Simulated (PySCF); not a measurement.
## Deuteron quadrupole couplings in `COC1=CO[SiH2]C=C1F`

C5H7FO2Si.
SMILES with atom numbers: `[CH3:1][O:2][C:3]1=[CH:4][O:5][SiH2:6][CH:7]=[C:8]1[F:9]` (hydrogens: H10, H11, H12 on C1; H13 on C4; H14, H15 on Si6; H16 on C7)

Geometry (GFN2-xTB, Å), atoms numbered from 1 in this order:
```xyz
16
C5H7FO2Si angstrom
C      2.7430    0.3729   -0.3879
O      1.5701    1.0579   -0.0368
C      0.3991    0.3542    0.0092
C      0.2714   -0.9574   -0.2589
O     -0.8902   -1.6339   -0.2079
Si    -2.3746   -1.0465    0.1726
C     -2.0073    0.7503    0.5096
C     -0.7454    1.1703    0.3867
F     -0.4439    2.4656    0.6234
H      3.5356    1.1185   -0.3581
H      2.9682   -0.4276    0.3243
H      2.6752   -0.0474   -1.3967
H      1.1028   -1.5860   -0.5413
H     -3.2281   -1.2663   -0.9959
H     -2.8310   -1.7895    1.3480
H     -2.7525    1.4738    0.7981
```

Level: PBE0/pcSseg-1 (PySCF, non-relativistic); Q(2H) = 0.00286 b; rigid geometry, the same for H and D, with no vibrational averaging.

Question: Rank these positions by the coupling χzz of a deuteron there, largest first.
A. H13 (vinylic hydrogen)
B. H10 (methyl hydrogen)
C. H15 (Si–H hydrogen)
D. H16 (vinylic hydrogen)
E. H11 (methyl hydrogen)

Answer: D (228 kHz), A (217 kHz), B (204 kHz), E (196 kHz), C (106 kHz).

Q: Give the electric field gradient Vzz (the principal value of largest size), its asymmetry and the 2H coupling at each hydrogen.

A: 
| atom | bonded to | bond length (Å) | Vzz (au) | η | χzz (kHz) |
| --- | --- | --- | --- | --- | --- |
| H10 | C1 | 1.089 | 0.3042 | 0.07 | 204 |
| H11 | C1 | 1.095 | 0.2912 | 0.07 | 196 |
| H12 | C1 | 1.095 | 0.2912 | 0.07 | 196 |
| H13 | C4 | 1.080 | 0.3229 | 0.13 | 217 |
| H14 | Si6 | 1.464 | 0.1573 | 0.03 | 106 |
| H15 | Si6 | 1.464 | 0.1575 | 0.03 | 106 |
| H16 | C7 | 1.078 | 0.3389 | 0.06 | 228 |

Q: Average by the element that carries the hydrogen.

A: on C: 208 kHz over 5 positions, mean bond length 1.087 Å; on Si: 106 kHz over 2 positions, mean bond length 1.464 Å.

One conformer (not necessarily the lowest) at the GFN2-xTB geometry, without solvent, vibrations or thermal averaging. GFN2-xTB bond lengths can be off by several hundredths of an ångström, more for odd bonds, and the gradients follow them. With so small a basis the couplings can be 20 % off.
